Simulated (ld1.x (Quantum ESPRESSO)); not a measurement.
**Ag (Z = 47): one change to an RRKJ potential, before and after**

ld1.x (Quantum ESPRESSO) 7.5 input, shortened:

```
&input
   title='Ag', zed=47., rel=1, dft='PBE', iswitch=3,
   config='[Kr] 4d9 5s2 5p0'
 /
 &inputp
   pseudotype=2, tm=.false., lloc=0,
   nlcc=.false.
 /
3
4P  2  1   6.00   0.00  1.65  1.65  0.0
4D  3  2   9.00   0.00  1.90  1.90  0.0
5S  1  0   2.00   0.00  2.20  2.20  0.0
 &test
   configts(1)='4p6 4d9 5s2 5p0'
 /
```

Change: functional LDA (PZ).

Cutoffs: the cutoffs (Ry, on a coarse ladder) from which the occupation-weighted sum of valence levels, in a spherical-Bessel basis at the reference potential, stays within 10 and 1 mRy of its value at 400 Ry; they do not see the model core or the augmentation charge, which bear on the density cutoff. Errors are all-electron minus pseudo energies relative to the spin-unpolarised reference configuration.

Task: What does the change do?

Result: The potential gets softer (45 Ry and 70 Ry → 45 Ry and 60 Ry); the number of tests that count goes from 7 to 9; the errors of the 7 common tests hardly move; neither file shows a bound ghost at the reference potential, the only one tested.

```tsv
quantity	base	changed
cutoff, loose	45 Ry	45 Ry
cutoff, tight	70 Ry	60 Ry
bound ghosts	none	none
error for 4p6 4d10 5s1 5p0, meV [ΔE -4.08 → -3.96 eV]	-87	-81
error for 4p6 4d10 5s0 5p0, meV [ΔE 3.68 → 4.14 eV]	-125	-118
error for 4p6 4d9 5s0 5p0, meV [ΔE 25.79 → 26.52 eV]	-26	-26
error for 4p6 4d10 5s0.5 5p0, meV [ΔE -1.06 → -0.78 eV]	-104	-97
error for 4p6 4d9 5s1 5p0, meV [ΔE 9.07 → 9.42 eV]	-4.6	-4.5
error for 4p6 4d8 5s0 5p0, meV [ΔE 61.99 → 62.96 eV]	-100	-97
error for 4p5 4d10 5s1 5p0, meV [ΔE 61.17 → 61.39 eV]	-195	-202
s: phases at 2.41 bohr within 0.05 rad from the reference energy up to (Ry; the scan ends near 5)	3.3	3.3
p: phases at 2.41 bohr within 0.05 rad from the reference energy up to (Ry; the scan ends near 5)	-1.2	-1.2
d: phases at 2.41 bohr within 0.05 rad from the reference energy up to (Ry; the scan ends near 5)	0.9	0.8
```

Base: These tests converged, but a pseudo level misses the all-electron one widely, so the file describes the atom poorly there or has found another state: 4p6 4d8 5s0 5p0: empty 5p by 2.6 eV. Changed file: These tests converged, but a pseudo level misses the all-electron one widely, so the file describes the atom poorly there or has found another state: 4p6 4d8 5s0 5p0: empty 5p by 2.8 eV.
